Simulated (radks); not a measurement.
The numbers below are computed, except where a source is named.
Question: All-electron atom: O in [He] 2s0.5 2p5.5 (fractional occupations, a model configuration). Level of theory: scalar-relativistic Kohn-Sham, BLYP, spin-polarised, spherical densities, finite nucleus; open shells are filled with parallel spins first; Fermi nuclear charge, rms radius 2.6991 fm (a radial shooting solver on a logarithmic mesh with Libxc functionals). Some entries of the table are withheld. Estimate them.

orbital  occ.  eigenvalue (eV)  <1/r> (bohr^-1)  <r^2> (bohr^2)
1s up       1              (1)            7.641         0.05378
1s down     1              (2)            7.642         0.05371
2s up     0.5         -25.3675            1.296           1.546
2p up       3         -10.3870            1.128           2.004
2p down   2.5          -8.7578            1.094           2.230

Answer: 
(1) 1s up eigenvalue (eV): -516.7594
(2) 1s down eigenvalue (eV): -516.0043
